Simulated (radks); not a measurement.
The numbers below are computed, except where a source is named.
Species: O7+. Configuration: 1s1. Level of theory: scalar-relativistic Kohn-Sham, PBE, spin-polarised, spherical densities, finite nucleus; open shells are filled with parallel spins first; Fermi nuclear charge, rms radius 2.6991 fm (a radial shooting solver on a logarithmic mesh with Libxc functionals).

Normalised radial functions P(r) = r R(r), r in bohr:

r          1s up
0.006275  0.2722
0.007306  0.3142
0.008505  0.3622
0.009901  0.4168
0.01153   0.4788
0.01342   0.5489
0.01562   0.6276
0.01804   0.7106
0.021     0.8076
0.02445   0.9142
0.02846   1.0303
0.03314   1.1548
0.03858   1.2865
0.04491   1.4230
0.05228   1.5608
0.06086   1.6954
0.07085   1.8209
0.08249   1.9302
0.09603   2.0150
0.1109    2.0648
0.1291    2.0766
0.1503    2.0395
0.175     1.9483
0.2037    1.8024
0.2371    1.6063
0.2761    1.3711
0.3214    1.1130
0.3741    0.8526
0.4356    0.6104
0.5071    0.4038
0.5903    0.2437
0.6872    0.1321

1s up: eigenvalue -820.69 eV, 0 radial nodes, <r> = 0.188 bohr, 90 % of the charge inside 0.334 bohr.
